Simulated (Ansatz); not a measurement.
The cluster Ag4H4⁺. The state is a doublet with charge 1. Geometry r2SCAN-D4/def2-SVP, that of the neutral singlet; atoms count from 1.

Cartesian coordinates in Å:
```
Ag -0.942 1.600 -0.407
Ag 1.648 0.882 -0.346
Ag -1.648 -0.882 0.346
Ag 0.942 -1.600 0.407
H -2.423 0.671 -0.059
H -0.660 -2.322 0.706
H 2.423 -0.672 0.055
H 0.660 2.323 -0.701
```

In the def2 sets Ag takes a core potential; there is no spin–orbit coupling. The structure comes from a short search, and lower isomers may exist.

Estimate the Mulliken populations from the PBE0/def2-TZVP orbitals of Ansatz.


```json
{"atom": "Ag1", "charge (e)": "0.22", "spin (α − β)": "0.16", "d electrons": "9.78"}
{"atom": "Ag2", "charge (e)": "0.22", "spin (α − β)": "0.16", "d electrons": "9.78"}
{"atom": "Ag3", "charge (e)": "0.22", "spin (α − β)": "0.16", "d electrons": "9.78"}
{"atom": "Ag4", "charge (e)": "0.22", "spin (α − β)": "0.16", "d electrons": "9.78"}
{"atom": "H5", "charge (e)": "0.06", "spin (α − β)": "0.19", "d electrons": "–"}
{"atom": "H6", "charge (e)": "0.01", "spin (α − β)": "-0.02", "d electrons": "–"}
{"atom": "H7", "charge (e)": "0.06", "spin (α − β)": "0.19", "d electrons": "–"}
{"atom": "H8", "charge (e)": "0.01", "spin (α − β)": "-0.02", "d electrons": "–"}
```
Mulliken values and Mayer orders depend strongly on the basis.

Where does the spin sit?

Summed by element: Ag 0.65, H 0.35, of 1 unpaired in all. Largest on single atoms: H5 0.19, H7 0.19, Ag2 0.16.

And the Mayer bond orders between bonded heavy atoms (over 0.3)?

Ag1–Ag2 0.48 (2.69 Å); Ag1–Ag3 0.35 (2.69 Å); Ag2–Ag4 0.35 (2.69 Å); Ag3–Ag4 0.48 (2.69 Å).
